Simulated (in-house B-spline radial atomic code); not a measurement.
Re⁵⁺: [Xe] 4f14 5d2

Level of theory: Dirac-Kohn-Sham RPBE, spherical fractional occupations, Fermi nucleus of rms radius 5.3698 fm; calculated with a B-spline radial code for spherical atoms.

Effective charges: Z_r = [3n² - l(l+1)]/(2<r>) from the radius, Z_e = n√(-2ε) from the energy, and Slater's rules. Values are occupation-weighted means over j. An effective charge above Z reflects the relativistic contraction of the inner shells.

```csv
shell,electrons,ε (eV),<r> (bohr),Z_r,Z_e,Slater
1s,2,-71596,0.01804,83.15,72.54,74.70
2s,2,-12456,0.07559,79.38,60.51,70.85
2p,6,-10963,0.06785,73.69,56.77,70.85
3s,2,-2930.5,0.1969,68.56,44.03,63.75
3p,6,-2483.7,0.1969,63.48,40.53,63.75
3d,10,-1937.9,0.1792,58.58,35.80,53.85
4s,2,-659.7,0.4405,54.49,27.85,47.25
4p,6,-511.54,0.4672,49.22,24.53,47.25
4d,10,-315.61,0.5001,41.99,19.27,35.85
5s,2,-144.73,1.024,36.62,16.31,17.35
5p,6,-106.28,1.168,31.25,13.97,17.35
4f,14,-102.84,0.5773,31.18,11.00,24.45
5d,2,-59.421,1.533,22.50,10.45,6.65
```

The least bound orbital is 5d5/2 at -58.87 eV, and it is also the most diffuse (<r> = 1.547 bohr).

Spin-orbit splittings of the orbital energies (j = l + 1/2 above j = l - 1/2 when positive): 2p 1440 eV, 3p 312.6 eV, 3d 67.88 eV, 4p 72.91 eV, 4d 13.48 eV, 5p 11.64 eV, 4f 2.525 eV, 5d 1.373 eV.

For the 1s electron the small component carries 8.02 % of the norm, the zero-frequency Breit interaction raises the level by 254.6 eV, self-energy by 159.9 eV, and vacuum polarisation lowers it by 30.7 eV.

The density falls to 0.001 bohr⁻³ at 2.971 bohr; Σ<r²> = 28.31 bohr² gives, by the non-relativistic formula and without the paramagnetism of open shells, a Langevin diamagnetic susceptibility of -22.42×10⁻⁶ cm³/mol.
